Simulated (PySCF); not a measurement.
Species: C7H11O2P.
Numbering: `[CH:1]#[C:2][CH2:3][P:4]1(=[O:5])[CH2:6][CH2:7][O:8][CH2:9][CH2:10]1`

NICS = −σ at a ghost point: NICS(0) at the centroid of the ring atoms, NICS(1) 1 Å to either side along the normal of their mean plane, zz for the tensor component along that normal. Level: GIAO PBE0/pcSseg-1 (PySCF, non-relativistic, gas phase) on the GFN2-xTB geometry, one conformer.

Ring bond lengths (Å), with Mayer bond orders in brackets: P4–C6 1.837 (0.91), C6–C7 1.530 (1.01), C7–O8 1.407 (0.94), O8–C9 1.406 (0.94), C9–C10 1.529 (1.01), C10–P4 1.837 (0.91).

Task: Give the NICS values of each ring in ppm.

Result: 
| ring | type | NICS(0) | NICS(1), two faces | NICS(1)zz, two faces | rms pucker (Å) | centre to ring atoms, mean (Å) |
| --- | --- | --- | --- | --- | --- | --- |
| P4–C6–C7–O8–C9–C10 | 6-membered ring with O and P; formal bonds all single | -1.8 | -1.0 / -2.1 | 4.1 / 3.2 | 0.28 | 1.51 |

Task: What do they say, and how far can they be read as aromaticity?

Result: 
- P4–C6–C7–O8–C9–C10: mean NICS(1)zz 3.7 ppm, deshielded. P4, C6, C7, C9, C10 have four or more neighbours; no verdict on aromaticity is drawn.

Task: At the second NICS(1) probe listed for ring P4–C6–C7–O8–C9–C10, 1 Å off the ring, how large is the induced field along the normal in 9.4 T applied along it?

Result: NICSzz × B0 = 3.2 ppm × 9.4 T = 30 μT, along the applied field.

Task: What are the shieldings of the ring atoms and their hydrogens in the same run (means over atoms taken as equivalent)?

Result: 
| atoms | environment | σ isotropic (ppm) | principal values of the symmetric part, first atom (ppm) |
| --- | --- | --- | --- |
| P4 | phosphoryl phosphorus | 310.7 | 220.4, 233.3, 478.5 |
| C6 (×2) | sp3 carbon bound to phosphorus | 156.2 | 149.9, 155.2, 163.5 |
| C7 (×2) | sp3 carbon bound to oxygen | 119.5 | 89.1, 97.2, 172.2 |
| O8 | cyclic ether oxygen | 283.6 | 230.2, 296.3, 324.2 |
| H on C6 (×2) | methylene hydrogen | 30.48 | 26.6, 28.4, 36.5 |
| H on C6 (×2) | methylene hydrogen | 29.35 | 25.3, 29.2, 33.5 |
| H on C7 (×2) | methylene hydrogen | 27.33 | 22.0, 26.5, 33.5 |
| H on C7 (×2) | methylene hydrogen | 27.52 | 23.3, 27.3, 32.0 |
